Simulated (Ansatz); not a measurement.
A run on C$_{2}$H$_{6}$ClNZn, SMILES `C[N](C)[Zn][Cl]` with other settings.

```yaml
crystal:
  periodic: [false, false, false]
  atoms:
    - {symbol: C, position_ang: [-1.109867, -0.514397, 0.552221]}
    - {symbol: N, position_ang: [-0.011856, 0.153230, -0.093920]}
    - {symbol: C, position_ang: [1.234776, -0.546971, 0.062524]}
    - {symbol: Zn, position_ang: [-0.177993, 1.704011, -0.992408]}
    - {symbol: Cl, position_ang: [-0.371687, 3.504577, -2.039329]}
    - {symbol: H, position_ang: [-0.942189, -0.620893, 1.635936]}
    - {symbol: H, position_ang: [-1.264164, -1.528191, 0.149496]}
    - {symbol: H, position_ang: [-2.046568, 0.032931, 0.420894]}
    - {symbol: H, position_ang: [1.512025, -0.654986, 1.123356]}
    - {symbol: H, position_ang: [2.054855, -0.024051, -0.435722]}
    - {symbol: H, position_ang: [1.187968, -1.562259, -0.362648]}
basis:
  gaussian: {orbitals: def2-mTZVPP, final_grid: {core_spheres: 20, valence_spheres: 16, degree: 47}}
magnetization: {spin_polarized: true, initial_magnetization: 0}
hamiltonian: {xc: {name: wB97X}}
```

```sh
$ ansatz run in.yaml --threads 8 --pin off --events-out ev --progress --plain --max-ram 18278MiB
```

Shortened log:

```
Functional definition: wB97X
1460 factors; integrals over basis functions are off by at most 1.2e-3 eV
310 factors; integrals over basis functions are off by at most 1.0e-5 eV
mean field evaluation 1: about -64600.8909 eV, gradient 4.2e1 eV
mean field evaluation 2: about -64598.4273 eV, gradient 5.8e1 eV
mean field evaluation 4: about -64607.0832 eV, gradient 2.6e0 eV
mean field evaluation 8: about -64607.2752 eV, gradient 1.5e-1 eV
mean field evaluation 16: about -64607.2754 eV, gradient 2.7e-4 eV
mean field -64607.27542027 eV, -2374.2735793109 hartree, gradient 6.1e-5 eV, S^2 0.000000; 0 other end points of the search recorded, 0 dependent functions left out
reference -64607.27538718 eV, -2374.2735780947 hartree; 36, 36 occupied and 116, 116 virtual orbitals, 1460 factors
Total energy: -64607.27538718 eV, -2374.2735780947 hartree
```

Run time 3.4 s (8 threads of an Arm Neoverse V2 on a shared host); peak host memory 0.78 GiB.
